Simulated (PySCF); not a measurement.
An unknown is described by computed data only.

Formula: C6H11B.

| Item | Value |
| --- | --- |
| UV, first state | lowest singlet excitation: 4.30 eV (288 nm, f = 0.000) [TDDFT PBE0/def2-SVPD] |
| 13C NMR | chemical shifts (computed TMS as zero) by class: 114.3 (1 C), 93.8 (1 C), 25.6 (2 C), 9.3 (2 C) ppm [GIAO KT2/pcSseg-1] |
| Polarisability | 87.1 au [PBE0/def2-SVPD] |
| Rotational structure | rotational constants A, B, C: 2.438, 2.113, 1.275 GHz [PBE0-D3(BJ)/def2-SVP] |
| Dipole | 0.06 D [PBE0/def2-SVPD] |
| Triplet | lowest triplet excitation (Tamm–Dancoff): 3.94 eV [TDA PBE0/def2-SVPD] |
| 1H NMR | chemical shifts (computed TMS as zero) by class: 4.56 (1 H), 1.40 (4 H), 0.97 (6 H) ppm [GIAO KT2/pcSseg-1] |
| NMR, other nuclei | isotropic shieldings of nuclei other than C and H, by class: 33 (1 B) ppm [GIAO KT2/pcSseg-1] |

Electronic properties: PySCF, gas phase, density fitting. Levels stand in brackets. The structure is a single PBE0-D3(BJ)/def2-SVP conformer in the gas phase; no vibrational or solvent corrections. NMR classes are plain means over equivalent atoms (diastereotopic ones count apart unless rotation or inversion swaps them), as if these changed places fast.

Question: Give a SMILES that accounts for the data.

Answer: 6 carbons fall into 4 classes; from least to most shielded: carbon bonded to C and H (114.3 ppm), carbon bonded to B and C (93.8 ppm), carbon bonded to B, C and 2 H (25.6 ppm, 2 C), carbon bonded to C and 3 H (9.3 ppm, 2 C). Hydrogen classes from least to most shielded: 1 H on a carbon bonded to C and H (4.56 ppm), 4 H on 2 like atoms (carbon bonded to B, C and 2 H) (1.40 ppm), 6 H on 2 like atoms (carbon bonded to C and 3 H) (0.97 ppm, a mean of values up to 0.7 ppm apart in this geometry). The other shieldings belong to: 33 ppm, boron bonded to 3 C. By its constants the optimised geometry is an asymmetric top. Structure: BEt2(CCH) (`C#CB(CC)CC`). Computed isomers that give other values at the same levels: `B[C@H]1CCC12CC2` (rotational constant A: 4.097 GHz; this holds for the one conformer computed); `C=C=CCB(C)C` (rotational constant A: 5.494 GHz; this holds for the one conformer computed). The assignments are read from this structure; whether some other isomer fits the data as well wasn't checked.
